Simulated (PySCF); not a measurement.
C4H8GeOSi.
Cartesian coordinates in Å at the PBE0-D3(BJ)/def2-SVP level; atoms count from 1:
```xyz
15
C4H8GeOSi angstrom
C     -1.893    0.740   -0.526
C     -2.047    0.468    0.943
O     -3.088    0.623    1.539
Si    -0.556   -0.181    2.006
C      0.996   -0.216    1.028
C      1.995   -0.205    0.320
Ge     3.551   -0.184   -0.776
H     -2.855    1.051   -0.957
H     -1.512   -0.159   -1.037
H     -1.133    1.524   -0.678
H     -0.901   -1.557    2.464
H     -0.405    0.725    3.178
H      3.867    1.272   -1.146
H      3.266   -1.004   -2.043
H      4.716   -0.802    0.009
```

Level: CAM-B3LYP/def2-SVPD in PySCF, non-relativistic, on one gas-phase PBE0-D3(BJ)/def2-SVP geometry that isn't relaxed in the solvent. The solvent is an IEF-PCM continuum (cavity from Bondi-type radii × 1.2). Specific hydrogen bonds and non-electrostatic terms are outside this model. Spin–orbit coupling is left out although an atom past zinc is present.

Gas phase at CAM-B3LYP/def2-SVPD: HOMO -8.36 eV, LUMO -0.22 eV, dipole 3.44 D.

Q: What does the continuum do to the energy, the frontier levels and the dipole at CAM-B3LYP/def2-SVPD in methanol and acetonitrile?

A: 
```json
{"solvent": "methanol", "ε": "32.61", "E(solvent) − E(gas) (kJ/mol)": "-21.23", "polarisation term (kJ/mol)": "-25.14", "distortion of the solute (kJ/mol)": "3.91", "HOMO (eV)": "-8.46", "LUMO (eV)": "-0.21", "dipole (D)": "4.50"}
{"solvent": "acetonitrile", "ε": "35.69", "E(solvent) − E(gas) (kJ/mol)": "-21.32", "polarisation term (kJ/mol)": "-25.27", "distortion of the solute (kJ/mol)": "3.95", "HOMO (eV)": "-8.46", "LUMO (eV)": "-0.21", "dipole (D)": "4.50"}
```

The polarisation term is half the interaction of the solute with the surface charges that it induces; the rest is the cost of distorting the solute's density. The sum is the electrostatic part of solvation alone. From methanol to acetonitrile the lowering changes by a factor 1.00, Onsager's factor (ε − 1)/(2ε + 1) by 1.00 and ε itself by 1.1.

Q: Which radius a makes the point-dipole formula ΔE = −[(ε − 1)/(2ε + 1)]·μ²/a³ give the value in acetonitrile, with the gas-phase dipole?

A: μ = 1.353 au and |ΔE| = 0.00812 Eh give a = 2.52 Å; the farthest nucleus lies 4.56 Å from the centroid of the nuclei, so such a sphere wouldn't even hold the nuclei. The formula assumes a rigid point dipole at the centre of a sphere.

Q: Give the dipole vector in the frame of the coordinates (D, pointing from negative to positive charge), gas and acetonitrile.

A: Gas (2.71, -0.18, -2.11), solvent (3.51, -0.23, -2.82). Its length changes by +31 % and its direction by less than 1°.

Q: How does the static polarisability (CAM-B3LYP/def2-SVPD, frozen core, with the continuum's full static response) change?

A: 
| medium | isotropic (au) | principal values (au) | ⟨r²⟩ of the electrons (bohr²) |
| --- | --- | --- | --- |
| gas | 110.6 | 82.2, 99.5, 150.1 | 2613.3 |
| methanol | 145.9 | 114.4, 132.9, 190.3 | 2615.3 |
| acetonitrile | 146.1 | 114.6, 133.1, 190.5 | 2615.3 |

The isotropic value in acetonitrile is 1.32 times the gas-phase one; no cavity-field correction is applied. ⟨r²⟩ is taken about the centre of nuclear charge.
